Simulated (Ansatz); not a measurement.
Species: sum formula SiN₃H₆, charge 0, multiplicity 2. It need not be the lowest isomer of its formula. 
Geometry from a B3LYP-D3(BJ)/def2-TZVP (Ansatz, a first-principles code) optimisation:
SMILES: [NH][SiH](N)N
```xyz
10

Si    -0.1049     0.0798     0.3409
N     -0.4900     1.5868    -0.4643
N     -0.9460    -1.2194    -0.4079
N      1.5728    -0.2762     0.2385
H     -0.3743     0.2975     1.7789
H     -0.6190     1.4989    -1.4758
H     -0.8483    -2.1587    -0.0523
H     -1.8675    -1.0729    -0.7897
H      2.2280     0.1814     0.8534
H      1.9920    -0.5012    -0.6512
```
Charge 0, spin multiplicity 2.

Basis-set convergence of Hartree-Fock and MP2 correlation energies (hartree) with Ansatz. Correlated levels leave the core frozen unless marked. Open shells are spin-unrestricted. Spin-orbit coupling is left out. No relativistic terms.

```json
[
 {"basis": "cc-pV(D+d)Z", "functions": "95", "E(HF)": "-455.82681", "E(corr, MP2)": "-0.57238"},
 {"basis": "cc-pV(T+d)Z", "functions": "213", "E(HF)": "-455.90676", "E(corr, MP2)": "-0.72264"},
 {"basis": "cc-pV(Q+d)Z", "functions": "409", "E(HF)": "-455.92446", "E(corr, MP2)": "-0.77636"}
]
```

Extrapolating the two largest sets (X = 3 and 4) as X^-3: E(corr) = (64·(-0.77636) - 27·(-0.72264))/37 = -0.8156 Eh, an estimate of the basis-set limit. The largest set recovers 95.2 % of it, the smallest 70.2 %.
